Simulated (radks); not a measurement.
All-electron atom: Te7+ in [Kr] 4d9 (the NIST ground configuration).

Calculated with a radial shooting solver on a logarithmic mesh with Libxc functionals: Dirac Kohn-Sham, PBE, spin-unpolarised, spherical densities, finite nucleus; open shells fill j = l - 1/2 first; Fermi nuclear charge, rms radius 4.7423 fm.

Energy parts (eV):
part                       energy
total                 -184599.410
kinetic                195230.074
electron-nucleus      -443964.680
Hartree                 68842.284
exchange-correlation    -4707.089

Orbitals (lengths in bohr, moments of r in powers of bohr; r(90%) holds 90 % of the orbital's charge):
orbital  occ.  eigenvalue (eV)  r(90%)      <r^4>
1s1/2       2        -31705.88  0.0500  2.872e-06
2s1/2       2        -4945.659   0.185  0.0004915
2p1/2       2        -4640.266   0.165  0.0003148
2p3/2       4        -4365.743   0.173  0.0003751
3s1/2       2        -1063.733   0.473    0.02137
3p1/2       2        -938.1512   0.469    0.02048
3p3/2       4        -886.9298   0.485    0.02346
3d3/2       4        -665.4602   0.463    0.01937
3d5/2       6        -654.7431   0.468    0.02021
4s1/2       2        -260.6431    1.09     0.6144
4p1/2       2        -217.0680    1.15     0.7599
4p3/2       4        -207.0599    1.19     0.8648
4d3/2       4        -136.5936    1.38      1.536
4d5/2       5        -134.9819    1.39      1.598

The highest occupied level is 4d5/2 at -134.98 eV. The electron density at the nucleus is 2.279e+05 e/bohr^3.
